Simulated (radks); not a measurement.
The numbers below are computed, except where a source is named.
Correlation energies from several functionals, in hartree. Species: Ho65+ [He]; Al3+ [Ne]; Pb3+ [Xe] 4f14 5d10 6s1; In26+ [Ar] 3d5; As [Ar] 3d10 4s2 4p3. Code: a radial shooting solver on a logarithmic mesh with Libxc functionals. Model: non-relativistic Kohn-Sham, LDA (Slater exchange, Perdew-Wang correlation), spin-polarised, spherical densities, point nucleus. Every spin shell is full or empty, so the densities are truly spherical. Functionals are evaluated on that one density, not self-consistently.

| functional | Ho65+ | Al3+ | Pb3+ | In26+ | As |
|---|---|---|---|---|---|
| PW92 | -0.31476 | -0.84839 | -8.4089 | -2.5962 | -2.9269 |
| PZ | -0.31655 | -0.84552 | -8.4157 | -2.5862 | -2.9213 |
| Chachiyo | -0.31414 | -0.83330 | -8.3192 | -2.5586 | -2.8819 |
| PBEsol | -0.063125 | -0.45060 | -5.5336 | -1.3697 | -1.7842 |
| P86 | -0.28198 | -0.43084 | -5.5525 | -1.4830 | -1.7715 |
| AM05 | -0.27413 | -0.76545 | -7.9320 | -2.3978 | -2.7017 |
| TPSS | -0.049221 | -0.38557 | -4.9449 | -1.1857 | -1.5596 |
| B95 | -0.11386 | -0.45280 | -6.1607 | -1.6292 | -1.8586 |
